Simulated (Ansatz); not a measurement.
Abridged output of a molecular run in Ansatz:

```
Functional definition: HF
1290 factors; integrals over basis functions are off by at most 1.2e-3 eV
mean field evaluation 1: about -4323.2916 eV, gradient 2.9e1 eV
mean field evaluation 2: about -4323.2944 eV, gradient 2.9e1 eV
mean field evaluation 4: about -4327.4774 eV, gradient 2.9e0 eV
mean field evaluation 8: about -4327.5512 eV, gradient 1.6e-1 eV
mean field -4327.55191597 eV, -159.0345995919 hartree, gradient 2.1e-6 eV, S^2 0.761560; 0 other end points of the search recorded, 0 dependent functions left out
4 core orbitals not correlated: weight in the atoms' cores, before any rotation towards them, 1.000 or more for the frozen orbitals, at most 0.000 for the correlated occupied ones
reference -4327.55191597 eV, -159.0345995919 hartree; 12, 11 occupied and 206, 207 virtual orbitals, 1290 factors
second order -17.29129488 eV of doubles, -0.00000000 eV of singles
cycle   1  -18.02331711 eV  change   -7.3e-1 eV  update   8.1e-2
cycle   2  -18.42604196 eV  change   -4.0e-1 eV  update   2.5e-2
cycle   3  -18.50486647 eV  change   -7.9e-2 eV  update   1.4e-2
cycle   4  -18.50182193 eV  change    3.0e-3 eV  update   5.7e-3
cycle   5  -18.50154937 eV  change    2.7e-4 eV  update   3.5e-3
cycle   6  -18.50232477 eV  change   -7.8e-4 eV  update   1.5e-3
cycle   7  -18.50235093 eV  change   -2.6e-5 eV  update   6.2e-4
cycle   8  -18.50251805 eV  change   -1.7e-4 eV  update   2.1e-4
cycle   9  -18.50250974 eV  change    8.3e-6 eV  update   7.3e-5
cycle  10  -18.50248124 eV  change    2.9e-5 eV  update   2.1e-5
perturbative correction -0.69367978 eV, -0.0254922617 hartree
Total energy: -4346.74807699 eV, -159.7400454977 hartree
Checks for a lower state left out: cluster_reference
```

Its atoms:

```xyz
11

C     1.481    0.264   -0.554
B     0.120   -0.103    0.065
C    -1.203    0.659   -0.335
N     0.074   -1.143    1.009
H     2.410   -0.240   -0.297
H     1.599    1.055   -1.289
H    -1.374    0.598   -1.415
H    -1.117    1.726   -0.106
H    -2.100    0.284    0.164
H    -0.777   -1.441    1.456
H     0.886   -1.659    1.301
```

Task: Which basis set was used?
A. def2-SVP
B. def2-QZVPP
C. def2-TZVPP
D. cc-pV(D+d)Z

Result: C. It gives 222 functions.

Task: Write the keys of the input that set method, charge and spin (a neutral closed shell needs none for the last two).

Result: 
```yaml
magnetization: {spin_polarized: true, initial_magnetization: 1}
correlation: {method: ccsd_t}
scf: {omitted_lower_state_checks: [cluster_reference]}
```
